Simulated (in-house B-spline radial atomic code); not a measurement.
Ga⁺. Computed with a B-spline radial atomic code. Model: non-relativistic spherical atom: semilocal Troullier-Martins pseudo-atom, one channel per l, against all electrons, high spin, G0W0 and RPA with empty states to l = 8, local potential for every l without a channel, a model core (radius 0 = none) keeps its share of the functional.

What the tables leave out is listed at the end.

The pseudopotential gives back the lowest level of each angular momentum of its own functional in the configuration it was made in; a second state of the same l is only approximately right. Exact exchange, RPA and GW see the smooth pseudo-orbitals and miss the exchange with the core, for which the functional's share stands in. The column with an uncorrelated core keeps all orbitals and exact exchange, and so separates missing core correlation from pseudisation. Only the three outermost levels and the lowest empty one were computed. RPA here is direct RPA, with no exchange kernel, and its energies carry an (l + 1/2)⁻⁴ tail. A hybrid on a potential with a model core restores only its own semilocal share of the core's exchange.

Command:
```bash
python run_psgw.py task.json out
```
Settings (lengths in bohr, energies in hartree):
```
Z                      31
electrons              30
configuration          [Ar] 3d10 4s2
generated_in           [Ar] 3d10 4s2
functional             lda,vwn
core_shells            3
radius_factor          1
core_correction        False
ion_configuration      [Ar] 3d10 4s1
```

Run time, properties included: 29 s on 1 thread of Intel(R) Xeon(R) 6975P-C (Granite Rapids) (shared host).

Given: made with LDA VWN5; model core radius 0 bohr; local radius 0.719 bohr; mean-field start LDA VWN5.

Valence shells of the generating configuration: 3s, 3p, 3d, 4s.

Channel: s 0.577, p 0.565, d 1.59 (radii in bohr).

Computed: largest level miss in the spin-unpolarised generating configuration 0.087 eV; valence RPA correlation energy all-electron orbitals -1.5007 hartree; all-electron RPA polarisability, core included 14.387 bohr³; pseudo-atom RPA polarisability 14.2 bohr³; ionisation by mean-field all-electron 20.794 eV; ionisation by RPA all-electron 20.59 eV; ionisation by RPA pseudo minus all 0.12 eV.

| level | occupied | mean-field all-electron (eV) | mean-field pseudo minus all (eV) | G0W0 all-electron (eV) | G0W0 uncorrelated core minus all (eV) | G0W0 pseudo minus all (eV) | exchange self-energy all-electron (eV) | exchange self-energy pseudo (eV) |
| --- | --- | --- | --- | --- | --- | --- | --- | --- |
| 4s | 1 | -16.356 | -0.087 | -20.524 | 0.006 | -0.133 | -14.461 | -13.895 |
| 4p (empty) | 0 | -9.3227 | -0.019 | -6.0903 | 0.006 | 0.004 | -4.0558 | -3.6882 |

(1) What is the ionisation by mean-field pseudo minus all?

(2) What is the valence RPA correlation energy pseudo?

Given: mean-field start PBE0.

Computed: valence RPA correlation energy pseudo -1.2631 hartree; all-electron RPA polarisability, core included 13.449 bohr³; pseudo-atom RPA polarisability 13.403 bohr³; ionisation by mean-field all-electron 20.095 eV; ionisation by RPA all-electron 20.417 eV; ionisation by RPA pseudo minus all 0.12 eV.

| level | occupied | mean-field all-electron (eV) | mean-field pseudo minus all (eV) | G0W0 all-electron (eV) | G0W0 uncorrelated core minus all (eV) | G0W0 pseudo minus all (eV) | exchange self-energy all-electron (eV) | exchange self-energy pseudo (eV) |
| --- | --- | --- | --- | --- | --- | --- | --- | --- |
| 4s | 1 | -16.922 | -0.031 | -20.399 | 0.006 | -0.101 | -14.087 | -13.508 |
| 3d | 1 | -31.403 | -0.203 | -37.068 | 0.094 | -0.187 | -57.677 | -51.121 |
| 4p (empty) | 0 | -8.2048 | -0.02 | -6.1214 | 0.005 | -0.01 | -3.6334 | -3.3179 |

(3) What is the valence RPA correlation energy all-electron orbitals?

(4) What is the ionisation by mean-field pseudo minus all?

Given: mean-field start Hartree-Fock.

Computed: valence RPA correlation energy all-electron orbitals -1.2837 hartree; all-electron RPA polarisability, core included 11.323 bohr³; ionisation by mean-field all-electron 18.449 eV; ionisation by mean-field pseudo minus all 0.111 eV; ionisation by RPA all-electron 19.993 eV; ionisation by RPA pseudo minus all 0.128 eV.

| level | occupied | mean-field all-electron (eV) | mean-field pseudo minus all (eV) | G0W0 all-electron (eV) | G0W0 uncorrelated core minus all (eV) | G0W0 pseudo minus all (eV) | exchange self-energy all-electron (eV) | exchange self-energy pseudo (eV) |
| --- | --- | --- | --- | --- | --- | --- | --- | --- |
| 4s | 1 | -18.723 | -0.114 | -20.129 | 0.005 | -0.148 | -13.278 | -12.879 |
| 3d | 1 | -40.684 | 0.202 | -38.202 | 0.096 | -0.313 | -58.21 | -51.523 |
| 4p (empty) | 0 | -5.304 | -0.031 | -6.0565 | 0.003 | -0.024 | -2.6072 | -2.4485 |

(5) What is the pseudo-atom RPA polarisability?

(6) What is the valence RPA correlation energy pseudo?

## Answers

(1) 0.108 eV.

(2) -1.3193 hartree.

(3) -1.4334 hartree.

(4) 0.04 eV.

(5) 11.173 bohr³.

(6) -1.1406 hartree.

Among the listed levels the largest G0W0 shift of the pseudo-atom is -0.31 eV, for 3d on the Hartree-Fock start, while leaving the core uncorrelated moves that level by +0.10 eV. So pseudisation and the lost core exchange, not the missing core correlation, make the error. Not in the tables (levels of low weight, unsolved or above zero; the highest and the empty levels are kept at any weight): on LDA the G0W0 levels 3d (pseudo minus all -0.31 eV, weights 0.71 and 0.71), 3p (pseudo minus all -0.39 eV, weights 0.20 and 0.25); on PBE0 the G0W0 levels 3p (pseudo minus all -0.76 eV, weights 0.42 and 0.48); on Hartree-Fock the G0W0 levels 3p (pseudo minus all -1.06 eV, weights 0.65 and 0.69).
